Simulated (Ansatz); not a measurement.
`C#[C][Zr]([OH])([OH])[F]` + CH₃OH → `C#[C][Zr]([OH])([F])[O]C` + H₂O  (ligand exchange at a Zr–O bond)

Program: Ansatz. Geometries: PBE0-D4/def2-TZVP. ΔE: electronic, gas phase. CCSD(T)/CBS is the MP2 limit (def2-TZVPP, def2-QZVPP) plus CCSD(T) − MP2 in def2-TZVPP, frozen cores. This one scheme is used for every species. Functionals use def2-TZVPP. def2 core potentials past Kr. For Zr outer-core shells are correlated without core-valence functions, which leaves a few kJ/mol of doubt a bond. Each species was taken in one conformer, which may not be the lowest.

```
       level  ΔE (eV)
CAM-B3LYP-D4    -0.12
      B2PLYP    -0.14
```

Q: What does CCSD(T)/CBS give? (Best estimate.)

A: The calculation gave: -0.16 eV. The listed levels differ from it by 0.04, 0.02 eV.

Largest T1 diagnostic among the species: 0.017.

In def2-TZVPP, CCSD(T) changes the Hartree–Fock value by −0.09 eV (the triples alone add −0.02 eV) and MP2 by −0.11 eV. The D4 term adds −0.04 eV with B3LYP and −0.02 eV with PBE0; it sums over pairs of atoms, weighted by their polarisabilities, and B3LYP, whose exchange is more repulsive, gets the larger term. Leaving LDA and LC-ωPBE aside and taking each functional with its dispersion term where it has one, the values, not all of them listed here, spread over 0.05 eV, from BLYP-D4 to ωB97M-V.

B3LYP here is the variant with VWN-RPA as its local correlation; programs differ in this.
